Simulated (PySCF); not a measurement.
C3H5FSi, SMILES C(F)=C=C[SiH3]. Coordinates come from a PBE0-D3(BJ)/def2-SVP optimisation. The structure was generated by enumeration, and PubChem lists no compound with its InChIKey, so it may never have been made.

Level of theory: PBE0-D3(BJ)/def2-SVP run with PySCF.

Harmonic wavenumbers (cm⁻¹): 88, 104, 198, 266, 421, 561, 625, 666, 765, 777, 879, 916, 936, 947, 1046, 1174, 1258, 1442, 2096, 2229, 2232, 2258, 3132, 3215. Rotational constants (GHz): 13.77, 1.485, 1.423; symmetry number 1.

### Question
Work out the zero-point energy and the ideal-gas rigid-rotor harmonic-oscillator thermochemistry at 298.15 K and 1 atm.

### Answer
ZPE = ½ Σ hcν = ½ × 28231 cm⁻¹ = 40.36 kcal/mol. H − E(el) = 45.05 kcal/mol. Entropy in cal/(mol K): translation 39.34, rotation 26.81, vibration 14.17, total 80.32. G − E(el) = 21.11 kcal/mol. Cp = 23.98 cal/(mol K). Modes under 150 cm⁻¹ make the vibrational entropy uncertain.
